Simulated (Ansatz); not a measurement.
# Four-centre ligand exchange

Start structure (GaH$_{5}$SO, closed shell), relaxed at PBE0-D4/def2-TZVP:

| atom | x (Å) | y (Å) | z (Å) |
| --- | --- | --- | --- |
| Ga1 | -0.7887 | 0.0826 | -0.5255 |
| S2 | 0.9289 | 1.5415 | -0.7159 |
| H3 | -0.8550 | -1.0555 | -1.5909 |
| H4 | -1.9859 | 0.6482 | 0.3129 |
| H5 | 1.0231 | -0.3136 | 1.1030 |
| O6 | 0.2617 | -0.9177 | 1.1042 |
| H7 | 1.5899 | 0.8331 | -1.6453 |
| H8 | -0.1742 | -0.8185 | 1.9573 |

The step: GaH₃S ([SH][GaH2]) + H₂O → GaH₃O ([OH][GaH2]) + H₂S (still joined by a long Ga–S bond); bonds formed: S2–H5; dative contacts that become bonds: Ga1–O6; bonds broken: H5–O6; bonds weakened to dative contacts: Ga1–S2. Computed with Ansatz 0.2.0 (basis: def2-TZVPP and def2-QZVPP); correlated methods freeze the cores. Filled d shells of the heavier atoms are correlated. The def2 sets are not built for correlating such inner shells, so the correlated values are less sure here. Extrapolation: Hartree–Fock as exp(−7.88 √X), correlation as X^−2.97. Energies below are by CCSD(T) at an estimated basis limit (MP2 extrapolated from triple and quadruple zeta, plus CCSD(T) − MP2 in triple zeta).

Q: What are the electronic barrier and the energy of the step, from the start structure to the end structure? (Judge from chemistry; the value comes from the calculation.)

A: Computed: Barrier 0.823 eV; step energy 0.606 eV (uphill); reverse barrier, their difference, 0.218 eV. Barrier and step energy count from the start structure, the reverse barrier from the end structure.

The saddle point: One imaginary mode of 539i cm⁻¹.
| pair | start (Å) | saddle (Å) | end (Å) |
| --- | --- | --- | --- |
| Ga1–O6 | 2.18 | 1.91 | 1.82 |
| S2–H5 | 2.60 | 1.48 | 1.35 |
| Ga1–S2 | 2.26 | 2.52 | 2.68 |
| H5–O6 | 0.97 | 1.48 | 2.55 |

Zero-point energy (harmonic, PBE0-D4): ZPE is 1.318 eV at the start and 1.185 eV at the saddle, so the barrier goes from 0.823 to 0.690 eV.

No T1 diagnostic of these runs exceeds 0.014.

Labels in which every atom is bracketed show which atoms are joined, not bond orders.

For scale, one of the runs: CCSD(T)/def2-TZVPP, 191 basis functions, launched by `ansatz run in.yaml --threads 4 --pin off --events-out ev --progress --plain --max-ram 9574MiB`. Time: 78 s of wall clock on 4 CPU threads of an Intel Xeon; the host was shared. Peak host memory: 2 GiB.
